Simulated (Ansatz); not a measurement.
Ansatz results at the PBE0-D4/def2-TZVP geometry: LUMO energy (PBE/def2-TZVPP) -1.92 eV; LUMO energy (B3LYP/def2-TZVPP) -1.02 eV; size of the dipole moment (B3LYP/def2-TZVPP) 1.24 D.

Each molecule was computed in one conformer, which needn't be the lowest.

(1) Which molecule gave them?
A. `[OH][Ga]1[CH2][S]1`
B. `O[Si@@H]1[SiH2][Si@H]1[SiH3]`
C. `C=[N][AlH][CH2]C`
D. `F[SiH]1CC1`

Results:

(1) C. The others give `[OH][Ga]1[CH2][S]1`: -2.28, -1.71, 3.39; `O[Si@@H]1[SiH2][Si@H]1[SiH3]`: -2.32, -1.60, 1.14; `F[SiH]1CC1`: -0.39, 0.30, 1.24.

B3LYP here is the variant with VWN-RPA as its local correlation; programs differ in this.
